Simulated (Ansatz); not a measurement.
Molecule: SF2, charge -1, multiplicity 2. SMILES of the parent species: FSF

Atoms: F1, S2, F3. Bonds: F1-S2, S2-F3.

Bond lengths (Å) and angles (degrees) optimised at HF/STO-3G with Ansatz (a program for electronic structure); HF/3-21G with Ansatz; HF/6-31G* with Ansatz; B3LYP/LANL2DZ with Ansatz; B3LYP/6-31G* with Ansatz; MP2/6-31G* with Ansatz, each started from the B3LYP-D3(BJ)/def2-TZVP structure (Ansatz) of the last column. A row stands for all coordinates that are equal there. 6-31G* holds six Cartesian d functions. At HF/3-21G the structure is a saddle point. At HF/6-31G* the structure is a saddle point. At B3LYP/6-31G* the structure is a saddle point. No wavenumbers were computed at HF/STO-3G, B3LYP/LANL2DZ, MP2/6-31G*, so these may be saddle points.

```
coordinate  HF/STO-3G  HF/3-21G  HF/6-31G*  B3LYP/LANL2DZ  B3LYP/6-31G*  MP2/6-31G*  B3LYP-D3(BJ)/def2-TZVP
----------  ---------  --------  ---------  -------------  ------------  ----------  ----------------------
F1-S2           1.910     1.857      1.811          1.975         1.843       1.827                   1.857
F1-S2-F3        180.0     180.0      180.0          180.0         180.0       180.0                   180.0
```

Mean signed difference of all 2 bond lengths from B3LYP-D3(BJ)/def2-TZVP: HF/STO-3G 0.053 Å, HF/3-21G 0.000 Å, HF/6-31G* -0.045 Å, B3LYP/LANL2DZ 0.118 Å, B3LYP/6-31G* -0.014 Å, MP2/6-31G* -0.030 Å.
